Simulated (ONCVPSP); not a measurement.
**Transferability test, ONCV potential for Co (Z = 27)**

Co (Z = 27), optimised norm-conserving Vanderbilt (ONCV), made with ONCVPSP 4.0.1 (PBEsol, scalar-relativistic). Core [Ne], reference 3s2 3p6 3d7 4s1.5 (charge +0.5). Waves: 3s+4s: rc 1.45 bohr, ncon 4, nbas 7, qcut 8 1/bohr, 3 projectors, debl 3.7 Ha; 3p: rc 1.15 bohr, ncon 3, nbas 7, qcut 12.3 1/bohr, 3 projectors, debl 0.5 Ha; 3d: rc 1.15 bohr, ncon 4, nbas 8, qcut 12.1 1/bohr, local. Local part: the d channel. Core correction: Teter function, fcfact 2, rcfact 1.3.

In the p channel the program set the typed energies aside and used -2.563, 0.250, 0.750 Ha.

Energies are relative to the spin-unpolarised reference configuration 3s2 3p6 3d7 4s1.5; without spin polarisation the order of configurations can differ from experiment.

| valence configuration | charge | ΔE all-electron (eV) | error AE − PS (meV) |
| --- | --- | --- | --- |
| 3s2 3p6 3d7 4s1 | +1 | 5.433 | -0.4 |
| 3s2 3p6 3d7 4s0 | +2 | 22.131 | -0.6 |

**Question.** What are ΔE and the potential's error for 3s2 3p6 3d7 4s2?

**Answer.** ΔE = -3.613 eV all-electron; the error (AE − PS) is +0.6 meV.

**Question.** What are ΔE and the potential's error for 3s2 3p6 3d5 4s0?

**Answer.** ΔE = 113.282 eV all-electron; the error (AE − PS) is -55 meV.
